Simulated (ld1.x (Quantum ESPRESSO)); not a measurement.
**beryllium (Be): one change to an RRKJ potential, before and after**

Be, norm-conserving RRKJ (Kleinman–Bylander form), made with ld1.x (Quantum ESPRESSO) 7.5 (PBE, scalar-relativistic). Core [He], reference 2s1.5 2p0.5. Waves: 2s (bound): rc 1.65 bohr; 3d channel at 0.45 Ry: rc 3.20 bohr; 2p (bound): rc 3.50 bohr. Local part: the p channel. Core correction: a·sin(br)/r model core, default radius (core density twice the valence density). rho0 = 0.005.

All-electron outer shells of the reference configuration (PBE, scalar-relativistic, ld1.x):

| shell | level (eV) | outermost node (bohr) | outermost maximum (bohr) |
| --- | --- | --- | --- |
| 1s | -106.96 | – | 0.27 |
| 2s | -5.91 | 0.59 | 2.04 |
| 2p | -2.30 | – | 2.26 |

Change: reference 2s2 2p0.

Cutoffs: the cutoffs (Ry, on a coarse ladder) from which the occupation-weighted sum of valence levels, in a spherical-Bessel basis at the reference potential, stays within 10 and 1 mRy of its value at 400 Ry; they do not see the model core or the augmentation charge, which bear on the density cutoff. Errors are all-electron minus pseudo energies relative to the spin-unpolarised reference configuration.

Task: What does the change do?

Result: The potential gets harder (10 Ry and 18 Ry → 12 Ry and 18 Ry); the number of tests with a reliable result goes from 6 to 5; neither file shows a bound ghost.

| quantity | base | changed |
| --- | --- | --- |
| cutoff, loose | 10 Ry | 12 Ry |
| cutoff, tight | 18 Ry | 18 Ry |
| bound ghosts | none | none |
| largest error over its own tests, meV | -86 | -122 |
| s: phases at 3.79 bohr within 0.05 rad from the reference energy up to (Ry; the scan ends near 5) | 0.6 | 0.7 |
| p: phases at 3.79 bohr within 0.05 rad from the reference energy up to (Ry; the scan ends near 5) | 0.6 | 0.6 |
| d: phases at 3.79 bohr within 0.05 rad from the reference energy up to (Ry; the scan ends near 5) | 0.9 | 0.9 |
